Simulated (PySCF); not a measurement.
C6H13NSi2.
SMILES with atom numbers: `[N:1]#[C:2][CH2:3][SiH2:4][CH2:5][SiH2:6][CH:7]1[CH2:8][CH2:9]1`

Cartesian coordinates in Å at the GFN2-xTB level; atoms count from 1:
```
atom  x, y, z in Å
N1     3.6764    1.4292    1.7460
C2     3.5016    0.9644    0.7142
C3     3.2601    0.3512   -0.5497
Si4    2.2487   -1.2666   -0.3214
C5     0.6418   -0.8335    0.5773
Si6   -0.5488    0.3211   -0.3619
C7    -2.0944    0.5698    0.6821
C8    -3.2038   -0.4450    0.6407
C9    -3.4074    0.9003    0.0304
H10    4.2169    0.1416   -1.0282
H11    2.7079    1.0503   -1.1783
H12    3.0651   -2.2111    0.4506
H13    2.0175   -1.7950   -1.6707
H14    0.8950   -0.3660    1.5300
H15    0.1154   -1.7553    0.8238
H16    0.0765    1.6261   -0.6203
H17   -0.9142   -0.2961   -1.6456
H18   -1.9382    1.0356    1.6490
H19   -3.7216   -0.6786    1.5595
H20   -3.0972   -1.2922   -0.0206
H21   -3.4403    0.9735   -1.0463
H22   -4.0673    1.5956    0.5281
```

Definitions: NICS(0) = −σiso at the ring centroid; NICS(1) = −σiso and NICS(1)zz = −σzz at ±1 Å along the ring normal z. Level: GIAO PBE0/pcSseg-1 (PySCF, non-relativistic, gas phase) on the GFN2-xTB geometry, one conformer.

Ring bond lengths (Å), with Mayer bond orders in brackets: C7–C8 1.504 (0.96), C8–C9 1.491 (0.97), C9–C7 1.503 (0.96).

Q: Give the NICS values of each ring in ppm.

A: 
```csv
ring,type,NICS(0),"NICS(1), two faces","NICS(1)zz, two faces",rms pucker (Å),"centre to ring atoms, mean (Å)"
C7–C8–C9,3-membered carbocycle; formal bonds all single,-45.1,-8.2 / -9.0,-23.8 / -23.3,0.00,0.87
```

Q: What can be read from them?

A: 
- C7–C8–C9: mean NICS(1)zz -23.6 ppm, shielded. C7, C8, C9 have four or more neighbours, and the NICS criterion for π rings isn't applied. NICS(0) lies 37 ppm below the mean NICS(1).

Q: At the first NICS(1) probe listed for ring C7–C8–C9, 1 Å off the ring, what do the in-plane components average?

A: The isotropic value is a third of the trace: (3 × -8.2 − (-23.8))/2 = -0.4 ppm.

Q: List the ring angles and the Hirshfeld charges of the ring atoms.

A: 
- C7–C8–C9: C7 59.5° (-0.132 e), C8 60.2° (-0.087 e), C9 60.3° (-0.087 e); sum 180.0° against 180° for a flat convex ring.

Q: What are the shieldings of the ring atoms and their hydrogens in the same run (means over atoms taken as equivalent)?

A: 
```
   atoms                  environment  σ isotropic (ppm)  principal values of the symmetric part, first atom (ppm)
      C7  sp3 carbon bound to silicon              190.3                                       161.3, 183.5, 226.1
 C8 (×2)   three-membered-ring carbon              182.9                                       153.4, 177.8, 217.2
     H18             methine hydrogen              31.87                                          24.5, 29.0, 42.1
H19 (×2)           methylene hydrogen              30.98                                          25.3, 26.2, 41.5
H20 (×2)           methylene hydrogen              31.49                                          25.7, 28.9, 40.0
```
